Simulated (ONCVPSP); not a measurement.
# Transferability test, ONCV potential for Si

Si (Z = 14), optimised norm-conserving Vanderbilt (ONCV), made with ONCVPSP 4.0.1 (PBEsol, scalar-relativistic). Core [He], reference 2s2 2p6 3s2 3p1.5 (charge +0.5). Waves: 2s+3s: rc 0.75 bohr, ncon 5, nbas 8, qcut 21 1/bohr, 2 projectors; 2p+3p: rc 1.10 bohr, ncon 4, nbas 9, qcut 13.7 1/bohr, 2 projectors; d scattering state at 0.32 Ha: rc 1.05 bohr, ncon 5, nbas 8, qcut 10.8 1/bohr, 3 projectors, debl 3.1 Ha. Local part: polynomial inside 0.65 bohr (lpopt 5, dvloc0 4 Ha). Core correction: Teter function, fcfact 2, rcfact 1.55.

Energies are relative to the spin-unpolarised reference configuration 2s2 2p6 3s2 3p1.5; without spin polarisation the order of configurations can differ from experiment.

Question: Give the all-electron excitation energy and the error of the potential for: 2s2 2p6 3s2 3p2; 2s2 2p6 3s2 3p1; 2s2 2p6 3s2 3p0; 2s2 2p6 3s0 3p4.

Answer:

```csv
valence configuration,charge,ΔE all-electron (eV),error AE − PS (meV)
2s2 2p6 3s2 3p2,0,-2.909,+0.1
2s2 2p6 3s2 3p1,+1,4.804,0.0
2s2 2p6 3s2 3p0,+2,20.768,+1.5
2s2 2p6 3s0 3p4,0,10.828,+0.6
```

Levels in the configuration 2s2 2p6 3s0 3p4:

| level | all-electron (eV) | pseudo (eV) |
| --- | --- | --- |
| 2s | -142.331 | -142.391 |
| 2p | -98.601 | -98.679 |
| 3p | -5.172 | -5.172 |

Note: ghosts flagged at negative energy: d at -571.2 eV; no localised positive-energy state flagged. A true bound ghost makes a file unfit for plane-wave use.
